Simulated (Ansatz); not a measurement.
Born–Oppenheimer molecular dynamics of ClH₆MgNO (10 atoms, charge 0, multiplicity 1). It starts at the highest image of a converged band. Of that band: A structure lower than the last end lies on the path between it and the top, so the climb from that side starts below the end, which may itself be a saddle point or a shallow side well. A vibrational analysis at the climbing image gives one clearly imaginary mode, 320i cm⁻¹: a first-order saddle point.

All numbers below come from Ansatz 0.2.0, RKS r2SCAN-D4/STO-3G.

```json
{
  "ensemble": "NVE (velocity Verlet)",
  "time step": "0.5 fs",
  "steps asked": "200",
  "starting velocities drawn for": "100 K",
  "seed": "10086"
}
```

First frame:

```xyz
10
Properties=species:S:1:pos:R:3
Mg -0.929 0.153 -0.634
H -0.900 1.745 -0.251
Cl -1.039 -0.872 -2.499
H 0.634 -0.354 0.722
N -0.275 -0.988 0.842
H 0.337 1.522 -0.018
O 1.191 0.864 0.122
H -0.603 -0.922 1.832
H -0.038 -1.993 0.682
H 1.622 0.844 -0.798
```

How far do the bonds stretch over the last three quarters of this one trajectory? (Pairs bonded in most of those frames.)


```
   bond  mean (Å)  spread (Å)  shortest  longest
 Mg1–H2     1.629       0.013      1.61     1.66
Mg1–Cl3     2.131       0.012      2.11     2.15
 Mg1–N5     1.973       0.027      1.93     2.01
 Mg1–H6     2.084       0.092      1.98     2.22
  H4–N5     1.154       0.022      1.11     1.18
  N5–H8     1.047       0.003      1.04     1.05
  N5–H9     1.047       0.003      1.04     1.05
  H6–O7     1.088       0.011      1.07     1.11
 O7–H10     1.021       0.008      1.01     1.03
```

Pairs bonded in part of these frames only: Mg1–H4 19 %, Mg1–H6 68 %, Mg1–O7 48 %.

Mean temperature of the second half: 85 K. The conserved energy stayed within 0.029 meV per atom of its start (net change 0.012 meV per atom), so the integration is sound. A run of 0.1 ps of so small a system gives no equilibrium averages. The orbitals stay closed-shell, which can raise the energy where a bond breaks towards radicals; this wasn't checked here. Limits of this set-up: minimal basis.

Time of the run: 10 min on 1 thread of Intel(R) Xeon(R) Processor @ 2.70GHz (shared host), peak memory 0.13 GiB.
